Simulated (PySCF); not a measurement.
First SCF of a structure search on doublet Hf(OH)3, at a hand-made T-shaped (heavy-atom frame) geometry. PySCF input:

```python
from pyscf import gto, scf, dft
mol = gto.M(atom='''
Hf     0.000000     0.000000     0.000000
O      0.000000     0.000000     2.150000
O      2.148700     0.000000     0.075000
O     -2.148700     0.000000     0.075000
H     -0.735400     0.000000     2.767100
H      2.765400    -0.735400     0.096600
H     -2.765400     0.735400     0.096600''',
    basis={'Hf': 'def2-TZVP', 'O': 'def2-TZVP', 'H': 'def2-TZVP'},
    ecp={'Hf': 'def2-TZVP'},
    charge=0, spin=1)
mf = dft.UKS(mol, xc='PBE0')
mf.grids.atom_grid = (50, 194)
aux = {'Hf': 'def2-universal-JKFIT', 'O': 'def2-universal-JKFIT', 'H': 'def2-universal-JKFIT'}
mf = mf.density_fit(auxbasis=aux)
mf.conv_tol = 1e-08
mf.diis_space = 10
mf.max_cycle = 60
mf.init_guess = 'minao'
mf.verbose = 4
mf.kernel()
```

Excerpt of the output (cycles alone):

```
init E= -256.460245512908
cycle= 1 E= -275.038270663018  delta_E= -18.6  |g|=    1  |ddm|= 4.33
cycle= 2 E= -270.398046366329  delta_E= 4.64  |g|= 3.25  |ddm|= 2.14
cycle= 3 E= -275.313073375117  delta_E= -4.92  |g|= 0.436  |ddm|=    2
cycle= 4 E= -275.388909867789  delta_E= -0.0758  |g|= 0.279  |ddm|= 0.666
cycle= 5 E= -275.414539014739  delta_E= -0.0256  |g|= 0.103  |ddm|= 0.159
cycle= 6 E= -275.419124857496  delta_E= -0.00459  |g|= 0.0236  |ddm|= 0.0788
cycle= 7 E= -275.419396601433  delta_E= -0.000272  |g|= 0.0056  |ddm|= 0.0195
cycle= 8 E= -275.419414084186  delta_E= -1.75e-05  |g|= 0.0018  |ddm|= 0.00674
cycle= 9 E= -275.419416487566  delta_E= -2.4e-06  |g|= 0.00165  |ddm|= 0.00352
cycle= 10 E= -275.419418572201  delta_E= -2.08e-06  |g|= 0.000374  |ddm|= 0.00286
cycle= 11 E= -275.419419071589  delta_E= -4.99e-07  |g|= 0.000112  |ddm|= 0.00252
cycle= 12 E= -275.419419101338  delta_E= -2.97e-08  |g|= 3.18e-05  |ddm|= 0.000598
cycle= 13 E= -275.419419103625  delta_E= -2.29e-09  |g|= 6.47e-06  |ddm|= 0.000189
Extra cycle  E= -275.419419103667  delta_E= -4.26e-11  |g|= 6.96e-06  |ddm|= 1.47e-05
converged SCF energy = -275.419419103667  <S^2> = 0.75348494  2S+1 = 2.0034819
```

No lower solution of this spin was found from smeared starts or by a stability analysis within the unrestricted form.

Open d and f shells are described by one determinant, and the ground state may have another occupation or spin. No spin–orbit coupling is included, which matters more the heavier the element.

The search for the lowest solution, 3 starts and the stability check together, took 44 s on 4 threads of a shared Intel Xeon Platinum 8175M @ 2.50GHz (Skylake/Cascade Lake) host, with 151 basis functions; the process peaked at 0.93 GiB. Launch command: `OMP_NUM_THREADS=4 python axn.py task.json out`.
